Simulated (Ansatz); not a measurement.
Reactions of `O[Si]1(O)CO1`.

Isolated molecules relaxed with PBE0-D4/def2-TZVP in Ansatz; ΔE leaves out vibrations. CCSD(T)/CBS adds triple-zeta CCSD(T) − MP2 to the extrapolated MP2 energy (def2 sets, frozen cores). This one scheme is used for every species, atoms too. DFT in def2-TZVPP. No spin–orbit coupling; open shells (•) take unrestricted orbitals. Spin–orbit coupling would lower the free atoms: a little for C, O, Si. def2 core potentials past Kr. Bonds to In, Sn are less sure, by a few kJ/mol each and by 10 to 20 or more in all where they break to atoms, as the def2 sets lack core-valence functions. Each species was taken in one conformer, which may not be the lowest.

| reaction | B2PLYP (kJ/mol) | PBE0-D4 (kJ/mol) | MP2/CBS(def2) (kJ/mol) | r2SCAN-D4 (kJ/mol) |
| --- | --- | --- | --- | --- |
| `O[Si]1(O)CO1` + `[SnH4]` → `O[Si]1([SnH3])CO1` + H₂O | 96 | 79 | 83 | 92 |
| `O[Si]1(O)CO1` + `[F][In]([SH])[SH]` → `O[Si]1(S)CO1` + `[OH][In]([F])[SH]` | 109 | 107 | 106 | 108 |
| `O[Si]1(O)CO1` + silanol → `O[Si]1(O[SiH3])CO1` + H₂O | -15 | -17 | -21 | -15 |
| `O[Si]1(O)CO1` → C• + 4 H• + 3 O• + Si• | 3611 | 3625 | 3796 | 3667 |
| `O[Si]1(O)CO1` + H₂S → `O[Si]1(S)CO1` + H₂O | 48 | 35 | 37 | 43 |
| `O[Si]1(O)CO1` → `O[SiH]1OCO1` | -35 | -37 | -29 | -30 |
| `O[Si]1(O)CO1` → `O=C[SiH](O)O` | 37 | 47 | 54 | 51 |
| `O[Si]1(O)CO1` + H–F → `O[Si]1(F)CO1` + H₂O | -35 | -31 | -31 | -35 |
| `O[Si]1(O)CO1` → `O=C(O)O[SiH3]` | 100 | 94 | 131 | 100 |
| `O[Si]1(O)CO1` + HCl → `O[Si]1(Cl)CO1` + H₂O | 14 | 6 | 6 | 11 |

Give the CCSD(T)/CBS values in the same order. (Best estimate.)

Ansatz gave: 84, 107, -21, 3672, 42, -34, 43, -33, 117, 10 kJ/mol.

Largest T1 diagnostic: 0.016, for `[OH][In]([F])[SH]`.
